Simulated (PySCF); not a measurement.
This PySCF input asks for the NMR shieldings of SMILES [H]/N=C\[C@]12C[C@](S)(C1)C2, C$_{6}$H$_{9}$NS; the geometry comes from GFN2-xTB.

```python
import basis_set_exchange as bse
import numpy as np
from pyscf import gto, dft
from pyscf.prop import nmr

atoms = """
H     2.097373    1.638395   -1.293909
N     2.686285    1.092337   -0.664216
C     2.072494    0.245487    0.027191
C     0.620706   -0.031066    0.034685
C    -0.077823   -1.387593   -0.235473
C    -1.193167   -0.383465    0.078132
S    -2.957679   -0.754826    0.112971
C    -0.473972    0.628305   -0.831832
C    -0.331993    0.122502    1.247073
H     2.666138   -0.357080    0.711328
H     0.083978   -2.182028    0.488395
H    -0.028325   -1.765752   -1.253584
H    -3.319643    0.483802    0.440266
H    -0.465559    0.405062   -1.896207
H    -0.683585    1.680512   -0.649364
H    -0.185581   -0.559570    2.080434
H    -0.516645    1.137009    1.594200
"""
names = dict.fromkeys(["H", "N", "C", "S"], "pcSseg-1")
basis = {el: gto.basis.parse(bse.get_basis(n, elements=[el], fmt="nwchem")) for el, n in names.items()}
mol = gto.M(atom=atoms, basis=basis, charge=0, verbose=0)
mf = dft.RKS(mol, xc="PBE0")
mf.grids.level = 2
mf.grids.alignment = dft.numint.BLKSIZE   # the property module wants whole blocks of grid points
mf.conv_tol = 1e-9
mf.kernel()

calc = nmr.RKS(mf)   # GIAO
C = mf.mo_coeff
Co = C[:, mf.mo_occ > 0]
resp = mf.gen_response(singlet=True, hermi=2)
def vind(x):   # induced exchange potential for any number of trial vectors
    d = np.einsum("pi,xij,qj->xpq", C, 2 * x.reshape(-1, C.shape[1], Co.shape[1]), Co, optimize=True)
    return np.einsum("xpq,pi,qj->xij", resp(d - d.transpose(0, 2, 1)), C, Co, optimize=True).ravel()
mo1, _ = nmr.rhf.solve_mo1(calc, with_cphf=vind)
sigma = calc.kernel(mo1)
for i, s in enumerate(sigma):   # ppm
    w = np.linalg.eigvalsh((s + s.T) / 2)
    print("%2d %-2s iso %8.1f  s11 %8.1f  s22 %8.1f  s33 %8.1f" % (i, mol.atom_pure_symbol(i), w.mean(), *w))
```

Task: Give the expected output.

Result: 
```
 0 H  iso     20.8  s11      9.4  s22     24.5  s33     28.4
 1 N  iso    -92.1  s11   -431.9  s22    -89.9  s33    245.6
 2 C  iso     13.2  s11   -104.3  s22     23.8  s33    120.1
 3 C  iso    143.4  s11    124.4  s22    132.6  s33    173.1
 4 C  iso    131.8  s11    123.1  s22    128.0  s33    144.3
 5 C  iso    145.5  s11    127.0  s22    132.8  s33    176.7
 6 S  iso    553.6  s11    374.3  s22    478.4  s33    808.3
 7 C  iso    132.7  s11    120.9  s22    131.9  s33    145.3
 8 C  iso    126.1  s11    116.2  s22    127.1  s33    135.0
 9 H  iso     23.7  s11     20.9  s22     21.3  s33     28.9
10 H  iso     29.8  s11     26.4  s22     27.5  s33     35.4
11 H  iso     30.0  s11     26.5  s22     27.9  s33     35.7
12 H  iso     29.7  s11     22.4  s22     28.1  s33     38.5
13 H  iso     30.1  s11     27.0  s22     28.0  s33     35.3
14 H  iso     30.2  s11     27.0  s22     28.3  s33     35.3
15 H  iso     29.8  s11     26.6  s22     27.8  s33     34.8
16 H  iso     30.2  s11     27.2  s22     28.2  s33     35.2
```

These numbers come from an equivalent density-fitted implementation of the same equations, which agrees with the script to about 0.01 ppm for H and up to a few tenths of a ppm for heavy atoms, so last digits may differ.

Size and cost of the density-fitted run: 188 basis functions, 22 s wall time on 1 thread of an Arm Neoverse V2, shared host; peak memory 0.78 GiB.
